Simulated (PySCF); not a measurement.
C4H7O2, SMILES O1[CH]COCC1, multiplicity 2.

Geometry optimised at PBE-D3(BJ)/def2-SVP. The isomer is the one that the SMILES or the coordinates give; other isomers of the formula were not compared. The values are those of a single conformer.

These are TDA-PBE/def2-SVPD in PySCF values and carry that method's errors.

Vertical excitations. 

Question: List the lowest excited states. (An estimate is asked for; the answer gives what the named calculation found.)

Answer: 
```csv
state,energy (eV),λ (nm),f,main pairs
root 1,3.81,326,0.001,"α HOMO→LUMO 5 %, β HOMO→LUMO 94 %"
root 2,3.96,313,0.008,"α HOMO→LUMO 94 %, β HOMO→LUMO 5 %"
root 3,4.42,280,0.007,α HOMO→LUMO+1 99 %
root 4,4.52,274,0.014,α HOMO→LUMO+2 99 %
root 5,4.66,266,0.033,α HOMO→LUMO+3 99 %
root 6,5.02,247,0.006,"α HOMO→LUMO+4 89 %, β HOMO−1→LUMO 10 %"
root 7,5.05,245,0.012,"α HOMO→LUMO+4 11 %, β HOMO−1→LUMO 85 %"
root 8,5.44,228,0.004,α HOMO→LUMO+5 99 %
root 9,5.77,215,0.020,"α HOMO→LUMO+6 63 %, β HOMO−2→LUMO 34 %"
root 10,5.82,213,0.018,"α HOMO→LUMO+6 36 %, β HOMO−2→LUMO 57 %"
```
Unrestricted roots are not spin-pure.
